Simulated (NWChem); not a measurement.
System: C$_{2}$H$_{7}$ClSn; SMILES [CH3][SnH]([CH3])[Cl]

NWChem printed, in part:

```
             Northwest Computational Chemistry Package (NWChem) 7.3.0
             --------------------------------------------------------

 C1  symmetry detected

                             Geometry "geometry" -> ""
                             -------------------------

 Output coordinates in angstroms (scale by  1.889725989 to convert to a.u.)

  No.       Tag          Charge          X              Y              Z
 ---- ---------------- ---------- -------------- -------------- --------------
    1 Sn                  50.0000     0.00001663    -0.29536293     0.26547847
    2 C                    6.0000     1.80669769    -1.05593699    -0.64672679
    3 C                    6.0000    -1.80666701    -1.05594859    -0.64680002
    4 Cl                  17.0000     0.00000207     2.05890786    -0.15745363
    5 H                    1.0000    -0.00049193    -0.45431027     1.99112482
    6 H                    1.0000     1.88084637    -2.14797496    -0.47798435
    7 H                    1.0000     2.68635486    -0.55393676    -0.20242802
    8 H                    1.0000     1.77822732    -0.85203306    -1.73366743
    9 H                    1.0000    -2.68134352    -0.51184271    -0.24416104
   10 H                    1.0000    -1.91147921    -2.13640857    -0.42745615
   11 H                    1.0000    -1.75316471    -0.90546722    -1.74147872

 Effective nuclear repulsion energy (a.u.)     486.9395431402

                                 NWChem DFT Module
                                 -----------------

 Summary of "ao basis" -> "ao basis" (spherical)
 ------------------------------------------------------------------------------
       Tag                 Description            Shells   Functions and Types
 ---------------- ------------------------------  ------  ---------------------
 Sn                         def2-svp                10       26   4s4p2d
 C                          def2-svp                 6       14   3s2p1d
 Cl                         def2-svp                 8       18   4s3p1d
 H                          def2-svp                 3        5   2s1p

            General Information
            -------------------
          SCF calculation type: DFT
          Wavefunction type:  closed shell.
          No. of atoms     :    11
          No. of electrons :    58
           Alpha electrons :    29
            Beta electrons :    29
          Charge           :     0
          Spin multiplicity:     1
          Use of symmetry is: off; symmetry adaption is: off
          Maximum number of iterations: 150
          AO basis - number of functions:   107
                     number of shells:    51
          Convergence on energy requested:  1.00D-06
          Convergence on density requested:  1.00D-05
          Convergence on gradient requested:  5.00D-04

              XC Information
              --------------
                         MN15 Method XC Functional
                     Hartree-Fock (Exact) Exchange  0.440
                          MN15 Exchange Functional  1.000
                        MN15 Correlation Potential  1.000

             Grid Information
             ----------------
          Grid used for XC integration:  fine
          Radial quadrature: Mura-Knowles
          Angular quadrature: Lebedev.
          Tag              B.-S. Rad. Rad. Pts. Rad. Cut. Ang. Pts.
          ---              ---------- --------- --------- ---------
          Sn                  1.45      141          10.0       974
          C                   0.70       70          12.0       590
          Cl                  1.00      123          12.0       770
          H                   0.35       60          13.0       590
          Grid pruning is: on
          Number of quadrature shells:   824
          Spatial weights used:  Erf1

      Superposition of Atomic Density Guess
      -------------------------------------

 Sum of atomic energies:        -787.16383632

      Non-variational initial energy
      ------------------------------

 Total energy =    -752.819789
 1-e energy   =   -1629.724448
 2-e energy   =     618.524580
 HOMO         =      -0.332202
 LUMO         =       0.024644

     ---------------------------------------------
      Total Density - Mulliken Population Analysis
     ---------------------------------------------

    Atom       Charge   Shell Charges
 -----------   ------   -------------------------------------------------------
    1 Sn  22    20.84   1.60  0.42  0.93  0.24  3.25  2.74  1.02  0.49  9.76  0.39
    2 C    6     6.63   1.99  0.96  0.32  2.05  1.29  0.01
    3 C    6     6.63   1.99  0.96  0.32  2.05  1.29  0.01
    4 Cl  17    17.57   2.00  1.99  1.23  0.73  5.94  2.19  3.48  0.01
    5 H    1     1.12   0.65  0.46  0.01
    6 H    1     0.87   0.65  0.19  0.03
    7 H    1     0.87   0.65  0.19  0.03
    8 H    1     0.87   0.66  0.19  0.03
    9 H    1     0.87   0.65  0.19  0.03
   10 H    1     0.87   0.65  0.19  0.03
   11 H    1     0.87   0.66  0.19  0.03

   convergence    iter        energy       DeltaE   RMS-Dens  Diis-err
 ---------------- ----- ----------------- --------- --------- ---------
 d= 0,ls=0.0,diis     1   -753.9636807029 -1.01D+03  9.16D-03  7.02D-01
 d= 0,ls=0.0,diis     2   -754.0099586493 -4.63D-02  4.18D-03  9.64D-02
 d= 0,ls=0.0,diis     3   -754.0195087489 -9.55D-03  1.67D-03  3.82D-02
 d= 0,ls=0.0,diis     4   -754.0247360554 -5.23D-03  1.30D-04  3.36D-04
 d= 0,ls=0.0,diis     5   -754.0247633195 -2.73D-05  5.05D-05  2.52D-05
  Resetting Diis
 d= 0,ls=0.0,diis     6   -754.0247661093 -2.79D-06  1.79D-05  5.56D-06
 d= 0,ls=0.0,diis     7   -754.0247668854 -7.76D-07  5.61D-06  1.16D-07

         Total DFT energy =     -754.024766885397
      One electron energy =    -1633.081004068794
           Coulomb energy =      679.624613818727
    Exchange-Corr. energy =      -58.948455151645
 Nuclear repulsion energy =      258.380078516315

 Numeric. integr. density =       58.000004112600

                       DFT Final Molecular Orbital Analysis
                       ------------------------------------

 Vector   27  Occ=2.000000D+00  E=-3.511081D-01
              MO Center=  2.1D-03,  4.7D-01, -2.4D-01, r^2= 4.5D+00
   Bfn.  Coefficient  Atom+Function         Bfn.  Coefficient  Atom+Function
  ----- ------------  ---------------      ----- ------------  ---------------
    65      0.397603   4 Cl px               62      0.314652   4 Cl px
    11      0.278706   1 Sn px               30     -0.222528   2 C  px
    44     -0.222336   3 C  px               59      0.180876   4 Cl px
    14      0.168811   1 Sn px               47     -0.119336   3 C  px
    33     -0.118508   2 C  px                8     -0.101602   1 Sn px

 Vector   28  Occ=2.000000D+00  E=-3.165163D-01
              MO Center=  1.5D-03,  1.2D+00,  1.3D-01, r^2= 3.7D+00
   Bfn.  Coefficient  Atom+Function         Bfn.  Coefficient  Atom+Function
  ----- ------------  ---------------      ----- ------------  ---------------
    67      0.519857   4 Cl pz               64      0.398069   4 Cl pz
    61      0.228215   4 Cl pz               73     -0.217855   5 H  s
    74     -0.214038   5 H  s                13     -0.164926   1 Sn pz
    66      0.122090   4 Cl py               30     -0.097246   2 C  px
    44      0.096357   3 C  px               63      0.096026   4 Cl py

 Vector   29  Occ=2.000000D+00  E=-3.120157D-01
              MO Center= -2.1D-03,  6.7D-01, -2.8D-01, r^2= 4.6D+00
   Bfn.  Coefficient  Atom+Function         Bfn.  Coefficient  Atom+Function
  ----- ------------  ---------------      ----- ------------  ---------------
    65      0.482122   4 Cl px               62      0.365757   4 Cl px
    11     -0.222408   1 Sn px               30      0.211050   2 C  px
    44      0.211491   3 C  px               59      0.209854   4 Cl px
    33      0.134347   2 C  px               47      0.133708   3 C  px
    43      0.118308   3 C  s                29     -0.116817   2 C  s

 Vector   30  Occ=0.000000D+00  E= 1.485164D-02
              MO Center=  7.7D-04,  1.9D-01,  2.4D-01, r^2= 4.2D+00
   Bfn.  Coefficient  Atom+Function         Bfn.  Coefficient  Atom+Function
  ----- ------------  ---------------      ----- ------------  ---------------
     3      0.693162   1 Sn s                15      0.645007   1 Sn py
    66      0.500828   4 Cl py               58     -0.415119   4 Cl s
    12      0.386814   1 Sn py                4      0.352220   1 Sn s
    74     -0.250180   5 H  s                63      0.246068   4 Cl py
     2     -0.224727   1 Sn s                 1     -0.177568   1 Sn s

[...]

                         DFT ENERGY GRADIENTS

    atom               coordinates                        gradient
                 x          y          z           x          y          z
   1 Sn      0.000031  -0.558155   0.501682   -0.000001  -0.002004   0.001037
   2 C       3.414164  -1.995432  -1.222136    0.000991  -0.000732  -0.000505
   3 C      -3.414106  -1.995453  -1.222275   -0.000996  -0.000735  -0.000491
   4 Cl      0.000004   3.890772  -0.297544   -0.000001   0.007849  -0.001389
   5 H      -0.000930  -0.858522   3.762680    0.000002  -0.000768   0.005812
   6 H       3.554284  -4.059084  -0.903259    0.000291  -0.005458   0.000860
   7 H       5.076475  -1.046789  -0.382533    0.004293   0.002589   0.002260
   8 H       3.360362  -1.610109  -3.276156   -0.000189   0.001067  -0.005349
   9 H      -5.067005  -0.967242  -0.461397   -0.004260   0.002803   0.002038
  10 H      -3.612172  -4.037227  -0.807775   -0.000454  -0.005400   0.001126
  11 H      -3.313001  -1.711085  -3.290918    0.000324   0.000788  -0.005399
```

Level: MN15/def2-SVP with def2 effective core potentials on Sn. All runs use the structure optimised with PBE-D3(BJ)/def2-SVP. Not confirmed as a minimum by frequencies. def2 effective core potentials on Sn; no spin-orbit coupling.

**Question.** Which NWChem input produces such a log?

**Answer.** This is not unique; one that fits is the input that was run:
```
start job
memory heap 200 mb stack 900 mb global 1100 mb
geometry units angstroms noautoz
  Sn     0.000132    -0.283975     0.279546
  C      1.807478    -1.050989    -0.625925
  C     -1.805886    -1.052986    -0.626969
  Cl    -0.001055     2.066759    -0.162620
  H     -0.000761    -0.428809     2.006434
  H      1.882178    -2.141570    -0.448240
  H      2.686739    -0.544890    -0.185509
  H      1.779193    -0.855994    -1.714504
  H     -2.680970    -0.506087    -0.229027
  H     -1.910167    -2.131674    -0.398827
  H     -1.752167    -0.911430    -1.722827
end
basis spherical
  * library def2-svp
end
ecp
  Sn library def2-ecp
end
dft
  xc mn15
  grid fine
  iterations 150
  mulliken
end
task dft gradient
```
